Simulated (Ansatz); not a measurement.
Gas-phase electronic energies from Ansatz, PBE0-D4/def2-TZVP geometries. CCSD(T)/CBS adds triple-zeta CCSD(T) − MP2 to the extrapolated MP2 energy (def2 sets, frozen cores). Each species was taken in one conformer, which may not be the lowest.

`C=C([SiH3])CF` → `C[C@@H]1C[Si@@H]1F`  (isomerisation)

```json
{"species": "`C=C([SiH3])CF`", "CCSD(T)/CBS(def2) energy (Eh)": "-507.20415"}
{"species": "`C[C@@H]1C[Si@@H]1F`", "CCSD(T)/CBS(def2) energy (Eh)": "-507.26710"}
```

**Question.** Work out ΔE.

**Answer.** ΔE = (-507.26710) − (-507.20415) = -0.06295 Eh = -1.71 eV.

Largest T1 diagnostic among the species: 0.012.

In def2-TZVPP, CCSD(T) changes the Hartree–Fock value by −0.25 eV (the triples alone add +0.01 eV) and MP2 by −0.45 eV. From PBE to PBE0 (25 % exact exchange), in def2-TZVPP and without D4, ΔE moves by −0.07 eV.
